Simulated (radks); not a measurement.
Sn XVII, configuration [Ar] 3d10 4s2 4p4. Calculated with a radial shooting solver on a logarithmic mesh with Libxc functionals: scalar-relativistic Kohn-Sham, PBE, spin-polarised, spherical densities, finite nucleus; open shells are filled with parallel spins first (spin-orbit coupling, left out, can overturn this in heavy ions); Fermi nuclear charge, rms radius 4.6519 fm.

Normalised radial functions P(r) = r R(r), r in bohr:

r,4s up
0.003914,0.1888
0.004449,0.2064
0.005016,0.2235
0.005701,0.2421
0.006428,0.2595
0.007306,0.2776
0.008237,0.2935
0.009362,0.3085
0.01056,0.3200
0.012,0.3282
0.01353,0.3309
0.01525,0.3275
0.01733,0.3154
0.01954,0.2947
0.02221,0.2608
0.02504,0.2168
0.02846,0.1559
0.03209,0.0853
0.03648,-0.0034
0.04113,-0.0969
0.04674,-0.2037
0.0527,-0.3044
0.0599,-0.4041
0.06753,-0.4804
0.07676,-0.5316
0.08654,-0.5399
0.09836,-0.4957
0.1109,-0.3984
0.126,-0.2347
0.1421,-0.0333
0.1615,0.2131
0.1821,0.4463
0.2053,0.6478
0.2334,0.7873
0.2631,0.8136
0.2991,0.7061
0.3372,0.4754
0.3832,0.1132
0.4321,-0.2915
0.4911,-0.7270
0.5537,-1.0738
0.6293,-1.3176
0.7096,-1.3944
0.8064,-1.3125
0.9093,-1.1148
1.033,-0.8360
1.165,-0.5721
1.324,-0.3372
1.493,-0.1808
1.697,-0.0799
1.913,-0.0317
2.175,-0.0098
2.452,-0.0027

4s up: eigenvalue -479.38 eV, 3 radial nodes at r = 0.0363, 0.145, 0.397 bohr, <r> = 0.742 bohr, 90 % of the charge inside 1.05 bohr.
